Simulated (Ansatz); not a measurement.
BeMeCl (CH3BeCl). Total charge 0; triplet. Geometry PBE0-D4/def2-TZVP, that of the neutral singlet; atoms count from 1.

```xyz
6

Be   -0.038    0.205   -0.994
C     0.025   -0.133    0.644
H     1.055   -0.145    1.014
H    -0.413   -1.109    0.872
H    -0.522    0.612    1.231
Cl   -0.106    0.570   -2.767
```

At PBE0-D4/def2-TZVP a singlet of charge 0 lies 6.98 eV below the triplet at the same geometry.

Question: Estimate the Mulliken populations from the PBE0/def2-TZVP orbitals of Ansatz.

Answer: 
```json
{"atom": "Be1", "charge (e)": "-0.12", "spin (α − β)": "1.15"}
{"atom": "C2", "charge (e)": "-0.28", "spin (α − β)": "0.63"}
{"atom": "H3", "charge (e)": "0.18", "spin (α − β)": "0.00"}
{"atom": "H4", "charge (e)": "0.17", "spin (α − β)": "0.02"}
{"atom": "H5", "charge (e)": "0.20", "spin (α − β)": "0.02"}
{"atom": "Cl6", "charge (e)": "-0.14", "spin (α − β)": "0.17"}
```
Mulliken values and Mayer orders depend strongly on the basis.

Question: Where does the spin sit?

Answer: Summed by element: Be 1.15, C 0.63, H 0.05, Cl 0.17, of 2 unpaired in all. Largest on single atoms: Be1 1.15, C2 0.63, Cl6 0.17.

Question: And the Mayer bond orders between bonded heavy atoms (over 0.3)?

Answer: Be1–C2 0.79 (1.67 Å); Be1–Cl6 1.14 (1.81 Å).
